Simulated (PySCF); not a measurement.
**Correlation energy of Mn (manganese, neutral)**

[Ar] 3d5 4s1 4p1, high-spin 8P determinant (an excited configuration). All numbers are calculated (PySCF 2.14, no relativity, point nucleus, in aug-cc-pVTZ). Frozen: [Ar]; 7 electrons correlated.

```csv
level,correlation energy (mhartree)
CCSD,-100.04
(T),-1.88
CCSD(T),-101.92
```

Diagnostics: T1 = 0.012, D1 = 0.0315, largest double amplitude 0.026.

Task: Is a single reference adequate?

Result: Yes: T1 lies below 0.03 and no double amplitude reaches 0.07.
